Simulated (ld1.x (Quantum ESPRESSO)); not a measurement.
**Before and after: PAW potential for selenium (Se)**

* Element: selenium
* Generator: ld1.x (Quantum ESPRESSO) 7.5
* Type: PAW
* Functional: PBE
* Relativity: scalar-relativistic
* Frozen core: [Ar] 3d10
* Valence charge: 6
* Reference configuration: 4s2 4p4
* Partial waves: 4s (bound): rcut 1.30, rcutus 1.70 bohr; 4s channel at 0.9 Ry: rcut 1.30, rcutus 1.70 bohr; 4p (bound): rcut 1.65, rcutus 2.00 bohr; 4p channel at 1.35 Ry: rcut 1.65, rcutus 2.00 bohr; 4d channel at 0.1 Ry: rcut 1.65, rcutus 1.90 bohr
* Local potential: all-electron potential smoothed inside 1.90 bohr (lloc = -2)
* Core correction: Bessel-smoothed model core, default radius (core density twice the valence density)
* Augmentation charge: PSQ, inside the norm-conserving radii

Change: local potential all-electron potential smoothed inside 1.45 bohr (lloc = -1).

Cutoffs: the cutoffs (Ry, on a coarse ladder) from which the occupation-weighted sum of valence levels, in a spherical-Bessel basis at the reference potential, stays within 10 and 1 mRy of its value at 400 Ry; they do not see the model core or the augmentation charge, which bear on the density cutoff. Errors are all-electron minus pseudo energies relative to the spin-unpolarised reference configuration.

Question: How do hardness, ghosts and transferability respond?

Answer: The potential gets neither clearly harder nor softer (15 Ry and 21 Ry → 15 Ry and 21 Ry); the errors of the 7 common tests hardly move; the range in which the d phases agree narrows (upper end at the end of the scan → 1.2); neither file shows a bound ghost.

| quantity | base | changed |
| --- | --- | --- |
| cutoff, loose | 15 Ry | 15 Ry |
| cutoff, tight | 21 Ry | 21 Ry |
| bound ghosts | none | none |
| error for 4s2 4p3, meV [ΔE 10.84 eV] | -4.4 | -4.4 |
| error for 4s2 4p2, meV [ΔE 31.19 eV] | -28 | -28 |
| error for 4s2 4p1, meV [ΔE 62.06 eV] | -101 | -101 |
| error for 4s1 4p4, meV [ΔE 22.38 eV] | -17 | -17 |
| error for 4s1 4p5, meV [ΔE 10.88 eV] | -5.7 | -5.7 |
| error for 4s2 4p3.5, meV [ΔE 4.31 eV] | -1.2 | -1.2 |
| error for 4s2 4p0, meV [ΔE 104.25 eV] | -284 | -283 |
| s: phases at 2.21 bohr within 0.05 rad from the reference energy up to (Ry; the scan ends near 5) | to the end of the scan | 4.5 |
| p: phases at 2.21 bohr within 0.05 rad from the reference energy up to (Ry; the scan ends near 5) | to the end of the scan | to the end of the scan |
| d: phases at 2.21 bohr within 0.05 rad from the reference energy up to (Ry; the scan ends near 5) | to the end of the scan | 1.2 |
| lowest overlap eigenvalue by channel | s 0.40, p 0.69, d 1.00 | s 0.37, p 0.61, d 1.00 |
